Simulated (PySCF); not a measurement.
Geometry:
| atom | x (Å) | y (Å) | z (Å) |
| --- | --- | --- | --- |
| C1 | -2.172 | 0.456 | 1.294 |
| Si2 | -1.206 | -0.086 | -0.229 |
| C3 | -1.585 | 1.024 | -1.696 |
| C4 | -1.575 | -1.878 | -0.656 |
| C5 | 0.658 | 0.045 | 0.113 |
| C6 | 1.227 | 0.473 | 1.319 |
| C7 | 2.615 | 0.525 | 1.440 |
| C8 | 3.394 | 0.149 | 0.350 |
| C9 | 2.744 | -0.264 | -0.814 |
| N10 | 1.422 | -0.316 | -0.934 |
| H11 | -1.962 | 1.507 | 1.551 |
| H12 | -1.929 | -0.166 | 2.170 |
| H13 | -3.256 | 0.369 | 1.116 |
| H14 | -0.937 | 0.741 | -2.540 |
| H15 | -2.635 | 0.933 | -2.015 |
| H16 | -1.388 | 2.080 | -1.457 |
| H17 | -1.430 | -2.535 | 0.216 |
| H18 | -0.887 | -2.209 | -1.449 |
| H19 | -2.608 | -2.005 | -1.014 |
| H20 | 0.587 | 0.761 | 2.156 |
| H21 | 3.082 | 0.855 | 2.372 |
| H22 | 4.485 | 0.174 | 0.395 |
| H23 | 3.327 | -0.568 | -1.692 |

PySCF calculation with coordinates at the PBE0-D3(BJ)/def2-SVP level and shielding tensors at B3LYP/pcSseg-1 (GIAO); one conformer, isolated molecule, no relativistic terms, rapidly exchanging positions averaged.

Chemical shifts δ = σref − σ; 13C, 1H, 29Si against TMS; NH3 for 15N, all at this level.

| atoms | nucleus | count | δ (ppm) |
| --- | --- | --- | --- |
| C1/C3/C4 | 13C | 3 | -1.7 |
| H23 | 1H | 1 | ? |
| H21 | 1H | 1 | ? |
| C7 | 13C | 1 | 139.4 |
| C5 | 13C | 1 | 176.8 |
| H11/H12/H13/H14/H15/H16/H17/H18/H19 | 1H | 9 | 0.31 |
| N10 | 15N | 1 | ? |
| Si2 | 29Si | 1 | -7.2 |
| H22 | 1H | 1 | ? |
| H20 | 1H | 1 | 7.33 |
| C8 | 13C | 1 | 127.6 |
| C6 | 13C | 1 | 134.1 |
| C9 | 13C | 1 | 156.1 |

Question: Fill in the missing shifts.

Answer: 
- H23: 8.77 ppm, hydrogen on an aromatic CH next to a ring nitrogen; ring current plus the neighbouring ring nitrogen
- H21: 7.42 ppm, hydrogen on an aromatic CH; ring-current deshielding
- H22: 6.95 ppm, hydrogen on an aromatic CH; aromatic region
- N10: 386.0 ppm, pyridine-type ring nitrogen

Shifts are as computed. Against solution values, carbons near 30 ppm lie about +2 ppm off and those near 130 ppm about +6 ppm. Of 1211 compounds with measured shifts, 218 miss one by over three times the rms of a fit or turn the order of signals round; such compounds aren't used in these exercises. Experimental scales use liquid or dissolved standards, which lie at an offset from isolated NH3 (liquid NH3: subtract about 20 ppm). Unscaled 15N shifts of sp2 nitrogen come out 20 to 40 ppm too high even then.
